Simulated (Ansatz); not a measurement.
The same path of a periodic cell of 20 atoms, HC18F (surface graphene monolayer, adsorbate HF) was run twice with different band settings.

Theory: DFT PBE-D3(BJ), scalar-relativistic, plane waves, PAW in Ansatz. Settings: cutoff 420 eV, k mesh 2x2x1, gaussian smearing 0.02 eV, no spin polarisation.

Relaxed end points:

```xyz
20
Lattice="7.3980 0.0000 0.0000 -3.6990 6.4069 0.0000 0.0000 0.0000 11.0000" Properties=species:S:1:pos:R:3
C 0.122 -0.041 0.941
C 1.340 0.664 0.942
C -1.121 2.084 0.943
C 0.123 2.802 0.942
C -2.360 4.233 0.942
C -1.121 4.947 0.946
C 2.578 -0.049 0.944
C 3.823 0.668 0.942
C 1.341 2.099 0.942
C 2.578 2.813 0.943
C 0.125 4.229 0.942
C 1.342 4.934 0.941
C 5.040 -0.037 0.941
C 6.277 0.677 0.942
C 3.821 2.095 0.943
C 5.040 2.798 0.943
C 2.578 4.220 0.942
C 3.821 4.938 0.941
F -1.149 5.407 4.068
H -1.153 5.401 3.128
```

```xyz
20
Lattice="7.3980 0.0000 0.0000 -3.6990 6.4069 0.0000 0.0000 0.0000 11.0000" Properties=species:S:1:pos:R:3
C 0.108 -0.037 0.941
C 1.345 0.677 0.942
C -1.111 2.095 0.943
C 0.108 2.798 0.943
C -2.354 4.220 0.942
C -1.111 4.938 0.941
C 2.588 -0.041 0.941
C 3.806 0.664 0.942
C 1.345 2.084 0.943
C 2.589 2.802 0.942
C 0.106 4.233 0.942
C 1.345 4.947 0.946
C 5.044 -0.049 0.944
C 6.289 0.668 0.942
C 3.807 2.099 0.942
C 5.044 2.813 0.943
C 2.591 4.229 0.942
C 3.808 4.934 0.941
F 1.317 5.407 4.068
H 1.313 5.401 3.128
```

Common settings: climbing image yes; force threshold 0.05 eV/Å; iteration limit 50; end points relaxed.

| run | movable images | spring | optimiser | start path |
| --- | --- | --- | --- | --- |
| 1 | 5 | 5.0 eV/Å² | lbfgs | straight line |
| 2 | 3 | 50.0 eV/Å² | fire | default |

Q: What does each run give, and how far can it be trusted?

A: Run 1: converged after 13 iterations, highest image 0.001 eV above the first end. The top lies less than 8 meV above the higher end, about what the thresholds resolve: that end is a shoulder or a very shallow well. By the program's own check the climbing image is of a kind that is not told: the force calls were inconclusive, a negative curvature could not be distinguished from the path's own, the only one lies far off the path, or fixed occupations may fill a level only in part (lowest curvatures found: -1.07 and 0.00 eV/Å²).
Run 2: converged after 15 iterations, highest image 0.001 eV above the first end. The top lies less than 8 meV above the higher end, about what the thresholds resolve: that end is a shoulder or a very shallow well. The order of the stationary point at the top wasn't checked.
Limits of this set-up: slab without dipole correction.
